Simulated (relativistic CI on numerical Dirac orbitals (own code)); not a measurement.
## Quantum defects of the nd series of In2+

Problem. The nd ²D levels with J = 5/2 of In2+ lie at 5d: 128742.5, 6d: 170715.3 cm⁻¹ (Moore, Atomic Energy Levels, vol. III, NSRDS-NBS 35 (1971 reprint of NBS Circular 467, 1958)), and the ionisation limit at 226191.3 cm⁻¹ (NIST ASD). Find the quantum defects and predict 7d.

Working.
1. The outer electron sees the charge z = 3; R = 109736.79 cm⁻¹ for this mass. The binding energy T = limit − E defines n* = z√(R/T).
2. Values: 5d: T = 97448.8, n* = 3.1835, δ = n − n* = 1.8165; 6d: T = 55476.0, n* = 4.2193, δ = n − n* = 1.7807.
3. With δ held at 1.7807: E(7d) = limit − Rz²/(7 − δ)² = 189936.7 cm⁻¹.
4. The Ritz form δ = δ₀ + a/n*² through the last two members has a = 0.8427 and δ₀ = 1.7333, so with n* ≈ 7 − 1.7807, δ(7) = 1.7643 and E = 190163.5 cm⁻¹.

Check. The measured level is 190131.9 cm⁻¹ (δ = 1.7665), so the two predictions miss by -195.2 and 31.6 cm⁻¹. A relativistic CI calculation tied to the same limit puts it at 190781 cm⁻¹. The defect is large because this electron penetrates the core.
